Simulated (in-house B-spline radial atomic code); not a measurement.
What moves the levels of Ne II (Ne+) ([He] 2s2 2p5)? Level of theory: Dirac-Hartree-Fock, average of configuration, Fermi nucleus of rms radius 3.0055 fm; calculated with a B-spline radial code for spherical atoms.

Baseline run (computed): total energy -127.9634 hartree, 1s1/2 at -33.65722 hartree, 2p3/2 at -43.66 eV with <r> = 0.8763 bohr.

Scaling the speed of light c (a factor of 100 is close to the non-relativistic limit):

```
c/c0  ΔE (hartree)  2p3/2 level (eV)  2p3/2 <r> (bohr)
0.95     -0.015775          -43.6539            0.8763
0.98    -0.0060198          -43.6578            0.8763
1.02      0.005668          -43.6624            0.8763
   2       0.10927          -43.7034             0.876
 100       0.14559          -43.7178            0.8759
```

(1) The nuclear charge is raised by 0.1. What does the Hellmann-Feynman theorem predict for the energy, and what is found?

## Answers

(1) dE/dZ ≈ -Σ<1/r>, which is -30.3587 at the start and -30.7379 at the end; their mean times 0.1 is -3.0548 hartree, and the two runs differ by -3.0548 hartree.
